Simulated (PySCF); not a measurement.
**Gas-phase thermal properties of C6H5 (phenyl)**

Computed with PySCF (xtb for GFN2) and rigid-rotor harmonic-oscillator thermochemistry at 1 bar. The comparison is the NASA 1993 polynomial table, which mixes measured and estimated data. 6-31G* has spherical d functions here. Open shells (unrestricted): C6H5 (phenyl) (multiplicity 2). GFN2 has no spin-polarisation term. B3LYP is the form with VWN-RPA correlation. The harmonic model lacks anharmonicity and excited electronic states, which grow with temperature; levels with a mode under 35 cm⁻¹ are left out. The table's entry may be an old estimate for C6H5 (phenyl) (not checked at source).

```csv
level,point group,σ,ZPE (kJ/mol),S°298 (J/mol/K),Cp298 (J/mol/K),S°1000 (J/mol/K),H1000 − H298 (kJ/mol)
table,-,-,-,288.4,78.8,455.3,105.1
B3LYP/6-31G*,C2v,2,230.0,288.1,78.5,454.5,104.7
GFN2-xTB,C2v,2,221.5,291.4,82.4,462.0,107.0
PBE/def2-SVP,C2v,2,223.3,289.8,81.4,459.9,106.7
PBE0/def2-TZVP,C2v,2,230.1,288.0,78.5,454.4,104.7
```
σ: rotational symmetry number. Electronic degeneracy used: 2. Frequencies are unscaled.
